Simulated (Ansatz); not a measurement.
Ansatz (an electronic-structure program) input (B3LYP-D3(BJ)/def2-TZVP):

Ansatz 0.2 input:
```yaml
crystal:
  periodic: [false, false, false]
  atoms:
    - {symbol: C, position_ang: [-1.18883250, 0.09464091, 0.21244219]}
    - {symbol: C, position_ang: [-0.01210287, -0.32091607, -0.66044367]}
    - {symbol: C, position_ang: [1.29582097, -0.05261352, -0.10938474]}
    - {symbol: O, position_ang: [1.52514735, 0.48076109, 0.99853484]}
    - {symbol: H, position_ang: [-1.18920160, -0.43492365, 1.16410486]}
    - {symbol: H, position_ang: [-1.19665567, 1.16899354, 0.39048461]}
    - {symbol: H, position_ang: [-2.12010681, -0.15164743, -0.28911492]}
    - {symbol: H, position_ang: [-0.05893897, 0.15036253, -1.65529260]}
    - {symbol: H, position_ang: [-0.05481567, -1.39186147, -0.91563523]}
    - {symbol: H, position_ang: [2.19120870, -0.32258511, -0.67576070]}
    - {symbol: H, position_ang: [0.73447195, 0.73520226, 1.53221564]}
basis:
  gaussian:
    orbitals: def2-TZVP
hamiltonian:
  xc: b3lyp
  dispersion: d3bj
total_charge: 1
relax: {f_tol: 0.002, max_steps: 150}
```

End of the output:

```
reference -5266.46460251 eV, -193.5390044042 hartree; 16, 16 occupied and 150, 150 virtual orbitals, 999 factors
relax step   6: F+E_penalty+E_count = -5266.76932467 eV  Δ(F+E_penalty+E_count) = -4.358e-6 eV  max|allowed force component| = 5.209e-3 eV/Å  Δτ_max = 0.0012 Å  (32 SCF iters, accepted)
these checks for a lower state are left out or cut short: starts, cluster_reference, orbital_swaps, neighbouring_geometries, increment
integrals: 0.07 GiB planned
999 factors; their error is unknown
mean field: 0.70 GiB planned
mean field -5266.46437838 eV, -193.5389961677 hartree, gradient 1.7e-5 eV, S^2 0.000000; 0 other end points of the search recorded, 0 dependent functions left out
the calculation of the forces begins
reference -5266.46460524 eV, -193.5390045046 hartree; 16, 16 occupied and 150, 150 virtual orbitals, 999 factors
relax step   7: F+E_penalty+E_count = -5266.76932565 eV  Δ(F+E_penalty+E_count) = -9.757e-7 eV  max|allowed force component| = 8.349e-4 eV/Å  Δτ_max = 0.0003 Å  (32 SCF iters, accepted)
integrals: 0.07 GiB planned
999 factors; their error is unknown
mean field: 0.70 GiB planned
mean field evaluation 64: about -5266.4644 eV, gradient 9.3e-3 eV
mean field -5266.46437838 eV, -193.5389961677 hartree, gradient 1.7e-5 eV, S^2 0.000000; 1 other end points of the search recorded, 0 dependent functions left out
the calculation of the forces begins
reference -5266.46460524 eV, -193.5390045046 hartree; 16, 16 occupied and 150, 150 virtual orbitals, 999 factors
Total energy: -5266.76955251 eV, -193.5502111099 hartree
Atom 0 at    -1.203777     0.097441     0.218452 Å, force    -0.000007     0.000035    -0.000043 eV/Å
Atom 1 at    -0.025841    -0.317119    -0.651743 Å, force    -0.000350     0.000151    -0.000214 eV/Å
Atom 2 at     1.301425    -0.057738    -0.121040 Å, force     0.000448     0.000004     0.000835 eV/Å
Atom 3 at     1.543745     0.479346     0.994404 Å, force     0.000017    -0.000122    -0.000522 eV/Å
Atom 4 at    -1.212734    -0.434746     1.172469 Å, force    -0.000073    -0.000078     0.000190 eV/Å
Atom 5 at    -1.217996     1.174849     0.398582 Å, force    -0.000024     0.000082     0.000045 eV/Å
Atom 6 at    -2.134380    -0.149280    -0.288353 Å, force     0.000097     0.000007    -0.000092 eV/Å
Atom 7 at    -0.034396     0.154135    -1.649546 Å, force    -0.000401     0.000029    -0.000325 eV/Å
Atom 8 at    -0.029633    -1.390671    -0.907133 Å, force     0.000258     0.000006     0.000072 eV/Å
Atom 9 at     2.201682    -0.321379    -0.675445 Å, force     0.000065    -0.000030     0.000072 eV/Å
Atom 10 at     0.737900     0.720575     1.501504 Å, force    -0.000032    -0.000086    -0.000016 eV/Å
Dipole moment:     0.120939    -0.065875    -0.137871 e Å
```

It need not be the lowest isomer of its formula.
